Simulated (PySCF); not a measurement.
CH3N2S, doublet (typed; the unrestricted solution is spin-contaminated), geometry from GFN2-xTB. Base run: MP2/3-21G in PySCF.

Here is a job for PySCF.
```python
from pyscf import gto, scf, mp

mol = gto.M(
    atom='''
N     0.914066   -0.957253    0.861916
C    -0.034507   -0.356821    0.267873
N    -1.312905   -0.740355    0.396728
S     0.293853    1.030757   -0.746178
H     1.849789   -0.599573    0.739589
H    -1.520321   -1.567693    0.928688
H    -2.032198   -0.300667   -0.147177
''',
    basis='3-21g',
    charge=0,
    spin=1,
    verbose=3,
)

mf = scf.UHF(mol)
mf.kernel()

pt = mp.MP2(mf)
pt.kernel()
print('E(MP2) = %.10f' % pt.e_tot)
mf.analyze()
```

Variants of this job, named by their change:

```csv
change,ΔE vs base (mEh),MP2 correlation (Eh),basis functions,core-seconds (rough)
base,0.000,-0.33547,46,1
density fitting = JK and correlation,0.201,-0.33544,46,1
frozen = 7,9.822,-0.32565,46,1.0
method = ccsd(t),-45.501,-0.33547,46,30
method = cisd,8.934,-,46,6
cart = on,0.000,-0.33547,46,2
method = ccsd,-33.900,-0.33547,46,20
frozen = 8,10.516,-0.32496,46,1
frozen = 9,49.060,-0.28641,46,1
```

Open shells are given as the SCF converged; they aren't shown to be the lowest states, and a large step between rows can be another state.
